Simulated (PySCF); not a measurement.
Mapped SMILES: `[CH3:1][C:2](=[O:3])[c:4]1[cH:5][cH:6][cH:7][c:8]([O:9][SiH3:10])[cH:11]1`. Hydrogens are named by the atom that carries them.

PySCF 2.14.0 with density-fitted response routines calculation with shieldings: GIAO PBE0/pcSseg-1 and structure optimised with GFN2-xTB; isolated molecule, averaged over atoms made equivalent by symmetry, fast rotation or ring inversion, single conformer, non-relativistic Hamiltonian.

δ = σ(ref) − σ, references computed at the same level: TMS for 13C (σref 186.93).

Q: Do the 13C shifts follow the atomic charges (in e)? Tabulate both.

A: 
| atoms | hybridisation | δ (ppm) | σ para (ppm) | Hirshfeld | IAO | Mulliken | ESP-fitted |
| --- | --- | --- | --- | --- | --- | --- | --- |
| C2 | sp2 | 200.7 | -258 | +0.16 | +0.38 | +0.26 | +0.71 |
| C8 | sp2 | 162.9 | -233 | +0.08 | +0.21 | +0.35 | +0.51 |
| C4 | sp2 | 142.4 | -221 | -0.02 | -0.06 | -0.34 | -0.09 |
| C6 | sp2 | 135.0 | -203 | -0.05 | -0.14 | -0.05 | -0.06 |
| C7 | sp2 | 130.7 | -199 | -0.05 | -0.17 | -0.09 | -0.34 |
| C5 | sp2 | 126.8 | -193 | -0.05 | -0.17 | -0.02 | -0.25 |
| C11 | sp2 | 119.4 | -192 | -0.06 | -0.18 | -0.05 | -0.32 |
| C1 | sp3 | 29.1 | -96 | -0.12 | -0.48 | -0.25 | -0.60 |

Correlation coefficients of δ with charge over these carbons: Hirshfeld +0.87, IAO +0.93, Mulliken +0.65, ESP-fitted +0.86; with the paramagnetic shielding -0.99. Among the 7 sp2 carbons alone: Hirshfeld +0.98, IAO +0.97, Mulliken +0.65, ESP-fitted +0.95. With so few points, grouped by hybridisation, these coefficients are fragile. Charge is one influence among several: hybridisation and low-lying excitations act through the paramagnetic term.

Shifts are as computed. Against solution values, carbons near 30 ppm lie about +3 ppm off and those near 130 ppm about +5 ppm. Of 1211 compounds with measured shifts, 218 miss one by over three times the rms of a fit or turn the order of signals round; such compounds aren't used in these exercises.
